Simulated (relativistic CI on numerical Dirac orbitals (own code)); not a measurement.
# Ag2+: 4d valence photoemission

Computed with this model: Dirac-Coulomb-Breit CI, KLI orbitals optimised for each configuration, model QED (radiative potential, 1s self-energy scaled to tabulated hydrogen-like ionisation energies), valence Slater integrals scaled by 0.8, multiplet model of photoemission in the sudden approximation; configurations [Kr] 4d9 → [Kr] 4d8; 80 K; Lorentzian 0.21 eV and Gaussian 0.5 eV FWHM. Energies are those of the free ion, without screening or charge transfer. The energies are binding energies and can lie tens of eV above those of solids. S is read from ⟨S²⟩ = S(S + 1).

Field parameters in Wybourne normalisation: D4h B²₀ = −7Ds, B⁴₀ = 21(Dq − Dt), B⁴₄ = 21√(5/14) Dq. The field is a parameter set, without covalency.

free ion: ground-state S = 0.50, centroid 34.28 eV. Peaks (eV, height): 33.2 (100), 34.7 (49), 35.5 (73).

D4h, 10Dq = 21150, Ds = -1500, Dt = -400 cm⁻¹: ground-state S = 0.50, centroid 34.53 eV. Peaks (eV, height): 32.0 (53), 33.2 (37), 34.8 (100), 36.2 (64).

D4h, 10Dq = 21150, Ds = -600, Dt = -400 cm⁻¹: ground-state S = 0.50, centroid 34.50 eV. Peaks (eV, height): 31.8 (67), 33.3 (57), 34.6 (100), 35.9 (83), 38.1 (7).

D4h, 10Dq = 21150, Ds = 300, Dt = -400 cm⁻¹: ground-state S = 0.50, centroid 34.48 eV. Peaks (eV, height): 31.6 (61), 33.2 (46), 34.3 (86), 35.7 (100), 36.6 (36), 37.8 (10).

D4h, 10Dq = 21150, Ds = 1200, Dt = -400 cm⁻¹: ground-state S = 0.50, centroid 34.49 eV. Peaks (eV, height): 31.7 (51), 33.2 (42), 34.8 (100), 36.2 (54).

D4h, 10Dq = 21150, Ds = 2100, Dt = -400 cm⁻¹: ground-state S = 0.50, centroid 34.51 eV. Peaks (eV, height): 31.9 (44), 33.3 (34), 35.0 (100), 36.4 (36).

Strongest unbroadened transitions for free ion:

```tsv
Energy (eV)	Relative strength
33.13	100.0
33.62	41.6
33.83	29.5
34.65	43.7
35.18	17.8
35.20	6.7
35.29	15.8
35.60	60.3
38.79	5.1
```
